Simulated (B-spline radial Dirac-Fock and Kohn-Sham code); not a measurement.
Binding energies of Ta in different valence configurations

Model: multi-electron Dirac-Fock with separately optimised hole states, Breit and Lamb-shift corrections added in first order. Program: a B-spline atomic structure program. Correlation and solid-state effects are left out.

Reference: the tabulated ground configuration [Xe] 4f14 5d3 6s2, with 2p3/2 9887.3 eV, 3s 2721.4 eV, 3p1/2 2478.6 eV, 3d5/2 1741.6 eV, 4d5/2 238.3 eV, 4f7/2 29.46 eV, Kα1 57529.6 eV, Kβ1 65212.2 eV, Lα1 8145.7 eV, Lβ2 9649.1 eV.

Shifts from the reference in eV.

| configuration | average energy | 2p3/2 | 3s | 3p1/2 | 3d5/2 | 4d5/2 | 4f7/2 | Kα1 | Kβ1 | Lα1 | Lβ2 |
| --- | --- | --- | --- | --- | --- | --- | --- | --- | --- | --- | --- |
| [Xe] 4f14 5d4 6s1 | +1.78 | -2.73 | -2.74 | -2.71 | -2.69 | -2.68 | -2.68 | +0.10 | +0.08 | -0.03 | -0.04 |
| [Xe] 4f14 5d3 6s1 6p1 | +2.84 | +1.46 | +1.43 | +1.47 | +1.47 | +1.47 | +1.47 | -0.01 | -0.01 | 0.00 | -0.01 |
| [Xe] 4f14 5d5 | +4.62 | -4.92 | -4.93 | -4.89 | -4.87 | -4.86 | -4.85 | +0.22 | +0.19 | -0.05 | -0.06 |
| [Xe] 4f14 5d2 6s2 6p1 | +2.12 | +4.48 | +4.44 | +4.45 | +4.43 | +4.40 | +4.39 | -0.13 | -0.10 | +0.05 | +0.07 |

Values without a named source are computed, but for edge energies of neutral atoms, which are taken from tables.
